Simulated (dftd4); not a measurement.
CCl3, charge -1, singlet, geometry from GFN2-xTB; D4 for b97d run with dftd4 4.2.0.

Here is a job for dftd4.
```
$ dftd4 mol.xyz --func b97d --charge -1 --json dftd4.json --noedisp --grad

# file mol.xyz
4

C     -0.01109338    -0.01005188     0.65819826
Cl     0.00076126     1.66832402    -0.05198398
Cl     1.44532711    -0.83228868    -0.06582593
Cl    -1.44217306    -0.83248762    -0.11449536
```

It wrote (shortened):

```
                    ____  _____ _____     ____  _  _
      -------------|  _ \|  ___|_   _|---|  _ \| || |------------
     |             | | | | |_    | | ___ | | | | || |_           |
     |             | |_| |  _|   | ||___|| |_| |__   _|          |
     |             |____/|_|     |_|     |____/   |_|            |
     |             ===================================           |
     |            E. Caldeweyher, S. Ehlert & S. Grimme          |
     |          Mulliken Center for Theoretical Chemistry        |
     |                    University of Bonn                     |
      -----------------------------------------------------------

Rational (Becke-Johnson) damping: b97d-D4-ATM
---------------------
  s6         1.0000
  s8         1.6946
  s9         1.0000
  a1         0.2890
  a2         4.1341
 alp        16.0000
--------------------

Dispersion energy:      -2.5523175192284E-02 Eh

Gradient norm:           6.7204375249400E-03 Eh/a0
--------------------------------------------------
     #    Z           dE/dx      dE/dy      dE/dz
--------------------------------------------------
     1    6 C    -1.544E-06 -1.399E-06  9.162E-05
     2   17 Cl   -7.507E-07  3.880E-03  2.868E-05
     3   17 Cl    3.360E-03 -1.939E-03 -3.529E-06
     4   17 Cl   -3.358E-03 -1.939E-03 -1.168E-04
--------------------------------------------------

Virial:
--------------------------------------------------
      component           x          y          z
--------------------------------------------------
          x       1.833E-02 -4.684E-06  3.067E-04
          y      -4.684E-06  1.833E-02  2.779E-04
          z       3.067E-04  2.779E-04  1.369E-04
--------------------------------------------------

[Info] Dispersion results written to 'dftd4.txt'
[Info] JSON dump of results written to 'dftd4.json'
```
